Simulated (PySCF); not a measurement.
The vertical singlet excitations below were computed for one of the candidates. Method used: TDDFT PBE0/def2-SVPD, vertical, gas phase, core orbitals frozen in the response (PySCF 2.14.0, density-fitted response routines). Geometries: GFN2-xTB, one conformer each.

| state | E (eV) | f | main configurations (H = HOMO, L = LUMO) |
| --- | --- | --- | --- |
| S1 | 4.94 | 0.0000 | H-2→L (97%) |
| S2 | 5.12 | 0.310 | H→L (98%) |
| S3 | 5.97 | 0.407 | H-1→L (95%) |
| S4 | 7.15 | 0.041 | H→L+2 (56%), H→L+3 (42%) |
| S5 | 7.25 | 0.0001 | H-3→L (69%), H-5→L (26%) |
| S6 | 7.30 | 0.264 | H→L+1 (81%), H-4→L (14%) |

**Question.** Which structure fits? All have the formula C6H8O2.
A. `C=CCC(=O)OC=C`
B. `O=C1C=C[C@H](O)CC1`
C. `CO/C=C1C=C/1OC`
D. `C=COC(=O)/C=C/C`

**Answer.** D. Its S1 lies at 4.94 eV; the nearest of the others has S1 at 4.33 eV. S1 is HOMO-2→LUMO (97%). Löwdin shares by element: HOMO carbon 62% or more, oxygen 19% or more (atoms not listed hold the other 20%); LUMO carbon 59% or more, oxygen 13% or more (atoms not listed hold the other 28%). At the same level the other candidates give, for their lowest levels:
- `C=CCC(=O)OC=C`: 5.78 eV (f 0.001); 6.23 eV (f 0.269); 6.41 eV (f 0.111); 6.95 eV (f 0.012); 7.17 eV (f 0.029); T1 4.23 eV; HOMO -7.52, LUMO -0.55 eV
- `O=C1C=C[C@H](O)CC1`: 3.65 eV (f 0.000); 5.39 eV (f 0.083); 6.32 eV (f 0.006); 6.35 eV (f 0.238); 6.48 eV (f 0.001); T1 3.14 eV; HOMO -7.29, LUMO -1.71 eV
- `CO/C=C1C=C/1OC`: 4.33 eV (f 0.032); 4.55 eV (f 0.000); 5.10 eV (f 0.011); 5.31 eV (f 0.002); 5.52 eV (f 0.000); T1 3.20 eV; HOMO -5.05, LUMO 0.33 eV

Conformer computed: `[CH2:1]=[CH:2][O:3][C:4](=[O:5])/[CH:6]=[CH:7]/[CH3:8]`: C1–C2–O3–C4 180°, C2–O3–C4–O5 0°, O3–C4–C6–C7 180°.
Triplets come from the Tamm–Dancoff approximation.
